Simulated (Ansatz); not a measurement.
Coupled-cluster diagnostics for the cluster GaB₇, Ansatz.

Geometry of the singlet (PBE0-D4/def2-SVP):

```
atom   x (Å)   y (Å)   z (Å)
 Ga1  -0.528   1.617  -0.655
  B2   1.793   0.259  -0.079
  B3  -1.462  -0.964  -0.475
  B4   1.166  -0.448  -1.320
  B5  -0.331   0.313   1.761
  B6   1.129   0.598   1.291
  B7  -1.483  -0.384   0.974
  B8  -0.285  -0.992  -1.498
```

Correlated methods freeze 16 core orbitals; core or outer-core shells of Ga are correlated, in sets that lack core-valence functions. Another isomer (singlet) lies 2.49 eV lower at PBE0-D4/def2-TZVP; other spin states weren't run for this one.

(1) Estimate the CCSD(T) correlation energy, the shares of MP2 and (T), T1 and the reference's ⟨S²⟩ for: charge 0, singlet, own geometry in def2-SVP; and the rough time on 4 threads of Arm Neoverse V2 on a shared host.

Results:

(1) 
| state | basis | correlation (eV) | MP2 share (%) | (T) share (%) | T1 | ⟨S²⟩ (pure) | wall time | remarks |
| --- | --- | --- | --- | --- | --- | --- | --- | --- |
| charge 0, singlet, own geometry | def2-SVP | -22.776 | 93.1 | 7.6 | 0.020 | 0.00 (0.00) | 16 s | restricted SCF unstable |
Customary marks for T1 are 0.02 (closed shells), 0.045 (open shells) and about 0.05 (3d metals). T1 stays under 0.02 throughout.
